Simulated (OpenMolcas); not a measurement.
**Au II: effect of the active space**

```json
{"Program": "OpenMolcas", "Method": "SS-CASPT2 or its RAS form, IPEA 0.25 Eh, imaginary shift 0.1 Eh", "Basis": "ANO-RCC-VDZP", "Scalar Hamiltonian": "DKH2, point nucleus", "Spin-orbit coupling": "RASSI with atomic mean-field integrals over the reference wave functions, term energies averaged over their components"}
```

A. 10 electrons in 6 orbitals (5d 6s); 2S+1 = 3 even, 15 roots (5 in the spin-orbit step); 2S+1 = 1 even, 6 roots; closed shells correlated: 5s 5p; CASPT2 step about 1.5 core-seconds
B. 10 electrons in 9 orbitals (RAS2 5d 6s; RAS3 6p, at most 2 electrons); 2S+1 = 1 even, 20 roots; 2S+1 = 3 even, 15 roots kept (CI in the orbitals of an earlier block); 2S+1 = 3 odd, 3 roots; closed shells correlated: 5s 5p; CASPT2 step of the order of 40 core-seconds

Energies in cm⁻¹ above 5d¹⁰ ¹S₀, the measured ground level; measured values from NIST Handbook of Basic Atomic Spectroscopic Data.

```tsv
Level	A	B	Measured
5d¹⁰ ¹S₀	0.0	0.0	0.0
5d⁹ 6s ³D₃	15150	14190	15040
5d⁹ 6s ³D₂ [51 %]	17080	16780	
5d⁹ 6s ³D₁	28620	27570	27766
5d⁹ 6s ¹D₂ [51 %]	29710	29530
```

Deviations, from unrounded energies. A percentage is the sum of absolute deviations over the sum of measured energies, with the sign that they share, or ± where signs differ.

```
           Against measurement  Levels     A     B
mean absolute deviation (cm-1)       2   490   520
      other configurations (%)       2  +2.3  -2.4
```

A lies closest to measurement on these levels. The largest miss of A in the table is 5d⁹ 6s ³D₁, by +860 cm-1. The ranking rests on the paired levels alone, and a cruder setting can come out closer through cancelling errors.

Between A and B the level of the table that moves most is 5d⁹ 6s ³D₁, by 1100 cm-1 (lowest in B, highest in A). Moves below CASPT2's spread within the term are not significant.

CASPT2 breaks the degeneracy within a term, and the mean is taken; among the terms shown or strongly mixed into the levels shown the widest spread is 40 cm-1 (5d⁹ 6s ¹D, A). A single d shell beside an s shell can misplace configurations of different d count against each other. Some high roots are left out of the spin-orbit mixing, which shifts the levels that they would mix with (holds for A). Terms from blocks run as CI alone lack orbitals of their own (holds for B). Computed and measured levels are paired by configuration, term and J; levels that our copy of the source lacks, or whose pairing is in doubt (as where it misses far off the trend of its configuration), stay unpaired and out of the deviations. Where the source uses jj or jK labels, the order within each J decides. Levels of configurations outside the active space are missing. Levels that lie high or do not pair safely by name in every column are left out.

A share in square brackets marks a mixed level and gives the weight of the term that names it, the lowest over the columns.
